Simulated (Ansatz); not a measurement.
Relaxation of CH₅BNO (9 atoms, charge 1, multiplicity 1), to a largest force component of 0.02 eV/Å in at most 50 steps.

The calculation used RKS PBE/def2-SVP (Ansatz 0.2.0).

```xyz
9
Properties=species:S:1:pos:R:3:forces:R:3
B -0.642 0.575 -1.000 0.19 -0.22 0.39
C 0.037 -0.044 0.273 -0.19 0.18 -0.23
N 1.047 -0.863 0.215 0.05 -0.05 0.17
O -0.391 0.243 1.467 0.26 -0.25 0.64
H -0.262 1.598 -1.403 0.44 1.05 -0.37
H -1.549 0.022 -1.479 -0.89 -0.60 -0.44
H 1.445 -1.234 1.075 0.29 -0.26 0.45
H 1.458 -1.150 -0.662 0.29 -0.21 -0.56
H -1.144 0.853 1.513 -0.43 0.35 -0.04
```

Where does it end, and by what steps?

The run converged. The force dipped under the threshold on the way, but the program's further checks kept it going. Limits of this set-up: the dipole of an ion depends on the origin. After 27 steps the energy has fallen by 0.125 eV; H5 moved furthest, 0.94 Å.

| step | energy less start (eV) | largest force component (eV/Å) | accepted |
| --- | --- | --- | --- |
| 0 | 0.0000 | 1.050 | yes |
| 1 | -0.0724 | 0.294 | yes |
| 2 | -0.0799 | 0.070 | yes |
| 3 | -0.0802 | 0.051 | yes |
| 4 | -0.0805 | 0.027 | yes |
| 5 | -0.0806 | 0.008 | yes |
| 6 | -0.0807 | 0.011 | yes |
| 7 | -0.0807 | 0.003 | yes |
| 8 | -0.0807 | 0.007 | yes |
| 9 | -0.0809 | 0.022 | yes |
| 10 | -0.0812 | 0.030 | yes |
| 11 | -0.0817 | 0.042 | yes |
| 12 | -0.0826 | 0.056 | yes |
| 13 | -0.0841 | 0.071 | yes |
| 14 | -0.0864 | 0.095 | yes |
| 15 | -0.0892 | 0.111 | yes |
| 16 | -0.0968 | 0.305 | yes |
| 17 | -0.1072 | 0.497 | yes |
| 18 | -0.1092 | 0.442 | yes |
| 19 | -0.1211 | 0.128 | yes |
| 20 | -0.1169 | 0.371 | no |
| 21 | -0.1212 | 0.228 | yes |
| 22 | -0.1246 | 0.052 | yes |
| 23 | -0.1242 | 0.039 | no |
| 24 | -0.1248 | 0.029 | yes |
| 25 | -0.1251 | 0.032 | yes |
| 26 | -0.1252 | 0.023 | yes |
| 27 | -0.1253 | 0.015 | yes |

```xyz
9
Properties=species:S:1:pos:R:3
B -0.643 0.600 -1.007
C 0.016 -0.049 0.310
N 1.135 -0.737 0.239
O -0.525 0.050 1.498
H 0.076 0.896 -1.929
H -1.842 0.754 -1.005
H 1.523 -1.219 1.065
H 1.655 -0.801 -0.643
H -1.396 0.505 1.471
```

The run took 66 s on 1 thread of Arm Neoverse V2 (shared host), peak memory 0.14 GiB.
